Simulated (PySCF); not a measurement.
C5H7F. Atoms are numbered in the order given.

```xyz
13

C      2.4470     0.3104     0.4796
C      1.2629    -0.0813     0.0041
C     -0.0295     0.1610     0.6698
C     -1.1062    -0.9159     0.6419
C     -1.2716     0.3184    -0.1583
F     -1.1506     0.2165    -1.5055
H      2.5340     0.8528     1.4263
H      3.3722     0.1027    -0.0630
H      1.2144    -0.6162    -0.9509
H      0.0219     0.7757     1.5743
H     -0.8672    -1.8244     0.0822
H     -1.7238    -1.0677     1.5305
H     -2.0116     1.0730     0.1280
```
Charge 0, spin multiplicity 1.

The structure is a stationary point at PBE0-D3(BJ)/def2-SVP. One conformer was computed; it need not be the lowest.

The numbers are results of PBE/pcSseg-1 run with PySCF, not measurements.

GIAO shieldings, no solvent; atoms listed in one row are averaged. δ = σ(ref) − σ: ¹³C against TMS (σ = 182.0 ppm); ¹⁹F against CFCl3 (σ = 133.6 ppm); ¹H against TMS (σ = 31.49 ppm), references at their B3LYP-D3(BJ)/def2-TZVP geometries, non-relativistic.

```csv
nucleus,atoms,count,δ (ppm)
¹³C,C2,1,145.1
¹³C,C1,1,121.3
¹³C,C5,1,79.3
¹³C,C3,1,29.4
¹³C,C4,1,19.3
¹⁹F,F6,1,-267.1
¹H,H9,1,6.02
¹H,"H7, H8",2,5.69
¹H,H13,1,4.82
¹H,H10,1,1.55
¹H,H12,1,1.25
¹H,H11,1,1.01
```
